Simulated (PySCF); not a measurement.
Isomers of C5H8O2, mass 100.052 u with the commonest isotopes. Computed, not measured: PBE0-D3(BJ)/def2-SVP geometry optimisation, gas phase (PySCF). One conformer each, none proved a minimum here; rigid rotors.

Question: Order these by rotational constant A, smallest first.
A. `[CH3:1][CH2:2][C@H:3]1[O:4][CH2:5][C:6]1=[O:7]` with C1–C2–C3–O4 -178°
B. `[CH3:1][C:2](=[O:3])/[CH:4]=[C:5](/[CH3:6])[OH:7]` with C1–C2–C4–C5 -179°, C4–C5–O7–H 0°
C. `[O:1]=[C:2]1[CH2:3][CH2:4][CH2:5][CH2:6][O:7]1` with O1–C2–C3–C4 -162°, C2–C3–C4–C5 -45°, C3–C4–C5–C6 59°, C4–C5–C6–O7 -52° (delta-valerolactone)

Answer: A (4151 MHz), C (4707 MHz), B (5922 MHz).

Question: Order these by rotational constant C, smallest first.
A. `[CH3:1][C:2](=[O:3])/[CH:4]=[C:5](/[CH3:6])[OH:7]` with C1–C2–C4–C5 -179°, C4–C5–O7–H 0°
B. `[CH3:1][CH2:2][C@H:3]1[O:4][CH2:5][C:6]1=[O:7]` with C1–C2–C3–O4 -178°
C. `[O:1]=[C:2]1[CH2:3][CH2:4][CH2:5][CH2:6][O:7]1` with O1–C2–C3–C4 -162°, C2–C3–C4–C5 -45°, C3–C4–C5–C6 59°, C4–C5–C6–O7 -52°

Answer: A (1363 MHz), B (1605 MHz), C (1780 MHz).

Question: Order these by rotational constant B, smallest first.
A. `[CH3:1][CH2:2][C@H:3]1[O:4][CH2:5][C:6]1=[O:7]` with C1–C2–C3–O4 -178°
B. `[CH3:1][C:2](=[O:3])/[CH:4]=[C:5](/[CH3:6])[OH:7]` with C1–C2–C4–C5 -179°, C4–C5–O7–H 0°
C. `[O:1]=[C:2]1[CH2:3][CH2:4][CH2:5][CH2:6][O:7]1` with O1–C2–C3–C4 -162°, C2–C3–C4–C5 -45°, C3–C4–C5–C6 59°, C4–C5–C6–O7 -52°

Answer: B (1733 MHz), A (2310 MHz), C (2571 MHz).

| SMILES | point group | Ia (u·Å²) | Ib (u·Å²) | Ic (u·Å²) | κ | μa (D) | μb (D) | μc (D) |
| --- | --- | --- | --- | --- | --- | --- | --- | --- |
| CC(=O)/C=C(/C)O | near Cs | 85.34 | 291.67 | 370.69 | -0.84 | 0.53 | 2.88 | 0.03 |
| CC[C@H]1OCC1=O | C1 | 121.74 | 218.75 | 314.80 | -0.45 | 0.27 | 0.79 | 0.01 |
| O=C1CCCCO1 | C1 | 107.38 | 196.54 | 283.91 | -0.46 | 4.52 | 1.04 | 0.01 |
